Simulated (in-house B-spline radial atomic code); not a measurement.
Inner levels of argon as electrons are removed. A shift is the extra binding of the orbital against the neutral atom ([Ne] 3s2 3p6). The density at the nucleus is averaged over the nuclear charge. Computed with a B-spline radial code for spherical atoms: Dirac-Hartree-Fock, jj configuration that fills j = l - 1/2 first, finite nuclei.

A number in brackets counts the electrons of a j subshell.

| ion | configuration | shift of 2s1/2 (eV) | shift of 1s1/2 (eV) | shift of 2p1/2 (eV) | radius of 2s1/2 (bohr) | radius of 1s1/2 (bohr) | radius of 2p1/2 (bohr) | Σ<r²> (bohr²) | change of density at nucleus (bohr⁻³) |
| --- | --- | --- | --- | --- | --- | --- | --- | --- | --- |
| Ar | [Ne] 3s2 3p6 | 0 | 0 | 0 | 0.40996 | 0.085625 | 0.37305 | 25.973 | - |
| Ar+ | [Ne] 3s2 3p1/2(2) 3p3/2(3) | ? | ? | ? | ? | ? | ? | ? | ? |
| Ar2+ | [Ne] 3s2 3p1/2(2) 3p3/2(2) | 30.085 | 30.838 | 30.426 | 0.40945 | 0.085618 | 0.37222 | 15.69 | 5.1651 |
| Ar3+ | [Ne] 3s2 3p1/2(2) 3p3/2(1) | 48.149 | 49.711 | 48.741 | 0.40899 | 0.085613 | 0.37154 | 12.159 | 8.5735 |
| Ar4+ | [Ne] 3s2 3p1/2(2) | ? | ? | ? | ? | ? | ? | ? | ? |
| Ar5+ | [Ne] 3s2 3p1/2(1) | 89.556 | 93.764 | 89.977 | 0.40761 | 0.085596 | 0.37097 | 6.7784 | 16.89 |
| Ar6+ | [Ne] 3s2 | 112.8 | 118.91 | 112.67 | 0.40668 | 0.085583 | 0.37047 | 4.683 | 21.809 |
| Ar7+ | [Ne] 3s1 | ? | ? | ? | ? | ? | ? | ? | ? |
| Ar8+ | [He] 2s2 2p6 | 162.93 | 174.31 | 164.41 | 0.40621 | 0.085579 | 0.36794 | 1.419 | -23.737 |
| Ar9+ | [He] 2s2 2p1/2(2) 2p3/2(3) | 215.63 | 251.07 | 223.95 | 0.39834 | 0.085478 | 0.35674 | 1.1792 | -5.0789 |

**Question.** Fill in the row of Ar+.

**Answer.** shift of 2s1/2 (eV): 13.965; shift of 1s1/2 (eV): 14.209; shift of 2p1/2 (eV): 14.111; radius of 2s1/2 (bohr): 0.40977; radius of 1s1/2 (bohr): 0.085622; radius of 2p1/2 (bohr): 0.37272; Σ<r²> (bohr²): 20.115; change of density at nucleus (bohr⁻³): 2.294.

**Question.** Fill in the row of Ar4+.

**Answer.** shift of 2s1/2 (eV): 68.02; shift of 1s1/2 (eV): 70.725; shift of 2p1/2 (eV): 68.922; radius of 2s1/2 (bohr): 0.40838; radius of 1s1/2 (bohr): 0.085605; radius of 2p1/2 (bohr): 0.37066; Σ<r²> (bohr²): 9.2465; change of density at nucleus (bohr⁻³): 12.503.

**Question.** Fill in the row of Ar7+.

**Answer.** shift of 2s1/2 (eV): 137.26; shift of 1s1/2 (eV): 145.81; shift of 2p1/2 (eV): 137.88; radius of 2s1/2 (bohr): 0.40678; radius of 1s1/2 (bohr): 0.085582; radius of 2p1/2 (bohr): 0.36927; Σ<r²> (bohr²): 2.9564; change of density at nucleus (bohr⁻³): 0.79294.
